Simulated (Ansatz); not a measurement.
Reaction (ligand exchange at a Mg–C bond): `C[CH2][Mg][O][SiH3]` + `O[SiH3]` → `[SiH3][O][Mg][O][SiH3]` + `CC`

Program: Ansatz. Geometries: PBE0-D4/def2-TZVP. ΔE: electronic, gas phase. CCSD(T)/CBS adds triple-zeta CCSD(T) − MP2 to the extrapolated MP2 energy (def2 sets, frozen cores). This one scheme is used for every species. Functionals use def2-TZVPP. For Mg outer-core shells are correlated without core-valence functions, which leaves a few kJ/mol of doubt a bond. One conformer a species, not always the lowest.

`C[CH2][Mg][O][SiH3]`:

Cartesian coordinates in Å:
```
C -2.486 0.158 1.313
C -1.621 1.108 0.482
Mg 0.184 0.338 -0.228
O 1.742 -0.328 -0.839
Si 3.126 -0.954 -1.369
H -3.416 0.630 1.650
H -1.968 -0.191 2.211
H -2.775 -0.735 0.750
H -2.192 1.468 -0.383
H -1.392 2.008 1.065
H 3.914 0.042 -2.156
H 2.893 -2.134 -2.255
H 3.991 -1.411 -0.240
```

`O[SiH3]`:

Cartesian coordinates in Å:
```
O -0.352 0.727 -0.995
Si 0.251 -0.223 0.209
H -1.254 1.036 -0.912
H 0.247 0.483 1.520
H 1.642 -0.544 -0.185
H -0.534 -1.479 0.363
```

`[SiH3][O][Mg][O][SiH3]`:

Cartesian coordinates in Å:
```
Si -3.088 -1.138 0.843
O -1.618 -0.604 0.447
Mg 0.004 -0.007 0.004
O 1.625 0.590 -0.438
Si 3.087 1.139 -0.844
H -3.007 -2.371 1.678
H -3.843 -0.113 1.621
H -3.889 -1.465 -0.372
H 4.164 0.289 -0.260
H 3.269 1.147 -2.325
H 3.295 2.533 -0.355
```

`CC`:

```xyz
8

C     0.225    0.137    0.712
C    -0.225   -0.137   -0.712
H     1.055   -0.513    1.000
H     0.559    1.170    0.834
H    -0.586   -0.031    1.425
H    -1.055    0.513   -1.000
H    -0.559   -1.170   -0.834
H     0.586    0.031   -1.425
```

**Question.** Is it downhill or uphill in electronic energy at CCSD(T)/CBS, and by how much? (An estimate is asked.)

**Answer.** Ansatz gave: Downhill: ΔE = -44.7 kcal/mol.

**Question.** What do these levels give: r2SCANh-D4, BHLYP-D4, B2PLYP, revPBE, r2SCAN, RPA@PBE/def2-TZVPP, MP2/def2-SVP, HF/def2-TZVPP, HF/def2-QZVPP, MP2/def2-QZVPP, HF/CBS(def2), MP2/CBS(def2)? (Estimate.)

**Answer.** Computed: r2SCANh-D4 -44.8, BHLYP-D4 -46.0, B2PLYP -44.5, revPBE -40.3, r2SCAN -44.7, RPA@PBE/def2-TZVPP -42.5, MP2/def2-SVP -49.7, HF/def2-TZVPP -48.9, HF/def2-QZVPP -49.8, MP2/def2-QZVPP -45.5, HF/CBS(def2) -49.9, MP2/CBS(def2) -45.6 kcal/mol.

Largest T1 diagnostic among the species: 0.011.

From BLYP to BHLYP (50 % exact exchange), in def2-TZVPP and without D4, ΔE moves by −3.6 kcal/mol. In def2-TZVPP, CCSD(T) changes the Hartree–Fock value by +5.1 kcal/mol (the triples alone add +0.9 kcal/mol) and MP2 by +4.2 kcal/mol. At CCSD(T), def2-SVP lies −4.1 kcal/mol from the extrapolated value and def2-TZVPP +0.9 kcal/mol.
